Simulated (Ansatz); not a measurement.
# Ligand exchange: C2H5BrSn + HOI → C2H6OSn + IBr

Gas-phase species: C2H5BrSn `C[CH2][Sn][Br]`, singlet; HOI (hypoiodous acid) `OI`, singlet; C2H6OSn `C[CH2][Sn][OH]`, singlet; IBr (iodine monobromide), singlet. The partners trade Br for OH: Sn–Br and I–OH bonds give way to Sn–OH and I–Br.

Shapes, held fixed at every level: PBE0-D4/def2-TZVP. Flexible molecules stand in one conformer, not always the lowest. Programs: Ansatz 0.2.0. The zero-point and thermal change to 298 K, harmonic and unscaled (PBE0-D4/def2-TZVP), is -0.1 kJ/mol.

Task: Estimate ΔH(298 K) of this reaction.

Result: The highest level, CCSD(T)/def2-TZVPP, gives ΔH(298 K) = -19.0 kJ/mol; the levels span -25.7 to -16.9. The column of differences is taken from that level and isn't an error. No measured value is set beside it here. For atoms past krypton def2 sets carry core potentials with scalar relativity. Relativity is left out for Br. Outer-core shells of Br, I, Sn are correlated, in sets that cover them unevenly.

| level | kind | ΔH(298 K) (kJ/mol) | less CCSD(T)/def2-TZVPP |
| --- | --- | --- | --- |
| HF/def2-SVP | Hartree–Fock | -16.9 | +2.1 |
| SPW92/def2-TZVPP | LDA | -25.7 | -6.7 |
| PBE-D4/def2-TZVPP | GGA | -20.8 | -1.8 |
| MP2/def2-SVP | perturbation theory | -22.2 | -3.2 |
| CCSD(T)/def2-SVP | coupled cluster or CI | -22.4 | -3.4 |
| CCSD/def2-TZVPP | coupled cluster or CI | -18.9 | +0.1 |
| CCSD(T)/def2-TZVPP | coupled cluster or CI | -19.0 | 0.0 |
